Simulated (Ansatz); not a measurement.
This triplet is an excited state, 1.40 eV above the relaxed singlet at the level frozen-core CCSD(T)/cc-pVTZ // PBE0-D3(BJ)/def2-TZVP (Ansatz, a quantum-chemistry and plane-wave program).

A geometry relaxed with Ansatz with PBE0-D3(BJ)/def2-TZVP, charge 0, multiplicity 3:

```xyz
8

Si     1.5004     0.0650     0.2462
H     -2.5916    -0.1737     0.4413
Si    -0.4823    -0.9937    -0.3955
H      2.5821    -0.9401     0.0715
N     -1.9266    -0.0580    -0.3073
H     -2.3548     0.3396    -1.1285
H      1.8018     1.2560    -0.5977
H      1.4709     0.5048     1.6700
```

Q: Write the SMILES of this molecule.

A: `N[Si][SiH3]`
